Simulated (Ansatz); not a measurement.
A made-up structure of AlBSiNH5, singlet:

```json
{"atom": "B1", "x (Å)": "0.0082", "y (Å)": "0.6373", "z (Å)": "-1.1807"}
{"atom": "N2", "x (Å)": "-0.8074", "y (Å)": "0.8209", "z (Å)": "-0.0440"}
{"atom": "Al3", "x (Å)": "1.1259", "y (Å)": "-0.7271", "z (Å)": "-0.7032"}
{"atom": "Si4", "x (Å)": "-0.1590", "y (Å)": "-0.5670", "z (Å)": "1.3247"}
{"atom": "H5", "x (Å)": "-1.5438", "y (Å)": "1.5255", "z (Å)": "-0.0034"}
{"atom": "H6", "x (Å)": "-0.1334", "y (Å)": "1.2891", "z (Å)": "-2.1175"}
{"atom": "H7", "x (Å)": "2.2513", "y (Å)": "-1.3156", "z (Å)": "-1.6593"}
{"atom": "H8", "x (Å)": "-1.1061", "y (Å)": "-1.6563", "z (Å)": "1.6934"}
{"atom": "H9", "x (Å)": "0.4769", "y (Å)": "-0.0524", "z (Å)": "2.5698"}
```

It is relaxed with PBE-D4/def2-SVP and then PBE0-D4/def2-TZVP (Ansatz 0.2.0). Atoms count as bonded within 1.22 times the sum of their covalent radii (H–H: 0.88 Å). The end point is not checked to be a true minimum.

Does its bonding change? (A judgement: the text doesn't fix the answer.)

The calculation gives: No: no bond forms or breaks.

Where it ends: The first stage lowers the energy by 1.55 eV in 6 steps. It ends as AlBSiNH₅ ([BH]1[NH][SiH2][AlH]1):
```
9
angstrom
B -0.1074 0.7747 -1.2234
N -0.7293 0.7000 0.0364
Al 1.2945 -0.8029 -0.8688
Si -0.0792 -0.5481 1.1458
H -1.4934 1.3227 0.2773
H -0.4588 1.5715 -2.0469
H 2.4955 -1.6918 -1.4117
H -1.1813 -1.4725 1.5555
H 0.3721 0.1010 2.4155
```

Labels in which every atom is bracketed show which atoms are joined, not bond orders.

For scale, one of the runs: PBE0-D4/def2-TZVP relaxation, 166 basis functions, launched by `ansatz run in.yaml --threads 2 --pin off --events-out ev --progress --plain --max-ram 4352MiB`. The run took about 25 s on 2 CPU threads of an Arm Neoverse V2 (shared host).
